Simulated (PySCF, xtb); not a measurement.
C₂H₈BN, SMILES CCBN.

GFN2-xTB (xtb 6.7.1) at its own geometry gives an orbital gap of 5.80 eV and a dipole moment of 1.94 D.

Coordinates come from a B3LYP-D3(BJ)/def2-SVP optimisation. Other conformers were not sampled.

What does PBE/def2-TZVP (PySCF) give? (Estimate from the structure and the level; the computed values follow.)

gap 6.49 eV (levels -6.84 and -0.35 eV), dipole 1.72 D.
